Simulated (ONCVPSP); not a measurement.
Logarithmic derivatives: Co, ONCV

ONCVPSP 4.0.1 input, shortened (lines: element, Z, core and valence counts, functional; n l f; lmax; l rc ep ncon nbas qcut; lloc lpopt rc5 dvloc0; l nproj debl; icmod fcfact rcfact), LDA (Perdew-Wang 92), scalar-relativistic:

```
  Co 27.00    3    4  -001012      upf
    1    0    2.00
    2    0    2.00
    2    1    6.00
    3    0    2.00
    3    1    6.00
    3    2    7.00
    4    0    2.00
    2
    0    1.15    0.00    4    9    7.90
    1    1.00    0.00    4    8   12.70
    2    1.00    0.00    3    7   15.70
    4    5    0.95    3.00
    0    2    1.20
    1    2    1.30
    2    1    0.60
    0    0.00    0.00
```

In the p channel the program set the typed energies aside and used -2.408, 0.250 Ha.

The phase is arctan(r·R′/R) of the radial function R(r), unwrapped; energies in Ha, scanned from -5 to 5 Ha. A pole is an energy at which the radial function vanishes at the test radius. The pseudo phase is shifted by a multiple of π to meet the all-electron one at the reference energy, and phase errors are pseudo minus all-electron; the curves can meet again beyond the range given. Levels narrower than the energy grid can be missing from the lists of poles.

Problem. For each channel, where are the poles, and over which energies does the pseudopotential scatter like the atom?

Solution.

| channel | radius (bohr) | reference energy (Ha) | poles, all-electron | poles, pseudo | unbroken range about the reference energy with phases within 0.05 rad | phase error 1 Ha above the reference energy (rad) |
| --- | --- | --- | --- | --- | --- | --- |
| s | 1.16 | -0.21 | -2.47 | -2.47 | the whole range | -0.000 |
| p | 1.01 | -2.41 | 0.36 | 0.36 | the whole range | -0.000 |
| d | 1.01 | -0.31 | 2.15 | 2.27 | below 4.4 | +0.003 |

Phases in the p channel:

```
E (Ha)  all-electron  pseudo
 -4.96         0.400   0.400
 -4.48         0.077   0.077
 -4.00        -0.313  -0.313
 -3.52        -0.674  -0.674
 -3.04        -0.943  -0.943
 -2.56        -1.129  -1.129
 -2.08        -1.258  -1.258
 -1.60        -1.352  -1.352
 -1.12        -1.424  -1.424
 -0.64        -1.480  -1.480
 -0.16        -1.527  -1.527
  0.32        -1.568  -1.568
  0.80        -1.604  -1.604
  1.28        -1.637  -1.637
  1.76        -1.668  -1.668
  2.24        -1.699  -1.699
  2.72        -1.730  -1.730
  3.20        -1.763  -1.763
  3.68        -1.797  -1.797
  4.16        -1.836  -1.836
  4.64        -1.879  -1.880
```
